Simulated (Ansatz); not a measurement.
Program: Ansatz. Geometries: PBE0-D4/def2-TZVP. ΔE: electronic, gas phase. CCSD(T)/CBS adds triple-zeta CCSD(T) − MP2 to the extrapolated MP2 energy (def2 sets, frozen cores). Functionals use def2-TZVPP. Each species was taken in one conformer, which may not be the lowest.

Reaction (redistribution): `[CH3][Al]([Cl])[BH]O` + `C[SiH](O)F` → `[CH3][Al]([Cl])[SiH](O)F` + `CBO`

| level | ΔE (kJ/mol) | difference from CCSD(T)/CBS |
| --- | --- | --- |
| PBE-D4 | -29.5 | -10.7 |
| r2SCAN-D4 | -24.1 | -5.3 |
| PBE0-D4 | -26.2 | -7.4 |
| ωB97X-V | -20.9 | -2.1 |
| B2PLYP | -21.2 | -2.4 |
| r2SCAN | -23.8 | -5.0 |
| PBE0 | -25.5 | -6.7 |
| MP2/def2-TZVPP | -18.0 | 0.8 |
| SCS-MP2/def2-TZVPP | -17.4 | 1.4 |
| CCSD/def2-TZVPP | -17.8 | 1.0 |
| CCSD(T)/def2-TZVPP | -18.3 | 0.5 |
| HF/def2-QZVPP | -17.3 | 1.5 |
| MP2/def2-QZVPP | -18.1 | 0.7 |
| SCS-MP2/def2-QZVPP | -17.5 | 1.3 |
| HF/CBS(def2) | -17.2 | 1.6 |
| CCSD/CBS(def2) | -18.3 | 0.5 |
| CCSD(T)/CBS | -18.8 | 0 |

Largest T1 diagnostic among the species: 0.012.

From PBE to PBE0 (25 % exact exchange), in def2-TZVPP and without D4, ΔE moves by +3.4 kJ/mol.
